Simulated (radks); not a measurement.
Results of a calculation; reference values are marked as such.
Effect of the nuclear size on the praseodymium ion Pr3+, [Xe] 4f2. Code: a radial shooting solver on a logarithmic mesh with Libxc functionals. Model: Dirac Kohn-Sham, BLYP, spin-unpolarised, spherical densities, finite nucleus; open shells are shared between the two j in proportion to 2j + 1; Fermi nuclear charge, rms radius 4.8919 fm. The rms radius is varied about that value; shifts are against it.

rms radius (fm)  total energy shift (eV)  density at nucleus (e/bohr^3)  1s1/2 shift (meV)  2s1/2 shift (meV)  4p1/2 shift (meV)  5s1/2 shift (meV)  5p1/2 shift (meV)  4f7/2 shift (meV)  6s1/2 (empty) shift (meV)
3.982                              -3.96                       4.36e+05              -1640               -203              0.479              -1.65              0.123              0.307                     -0.327
4.5348                             -1.63                      4.239e+05               -676              -83.4              0.197             -0.678              0.050              0.126                     -0.134
4.8919                                 0                      4.171e+05              0.000              0.000              0.000              0.000              0.000              0.000                      0.000
5.1805                              1.39                      4.119e+05                576               71.0             -0.168              0.577             -0.043             -0.107                      0.114
5.4398                              2.69                      4.076e+05               1120                138             -0.325               1.12             -0.083             -0.208                      0.222

Slopes of the eigenvalues against <r^2> in GHz/fm^2, as finite differences over the two radii next to the reference (eigenvalue slopes, not the field-shift constants of lines): 1s1/2 48300, 2s1/2 5950, 4p1/2 -14.1, 5s1/2 48.4, 5p1/2 -3.60, 4f7/2 -9.01, 6s1/2 (empty) 9.60.
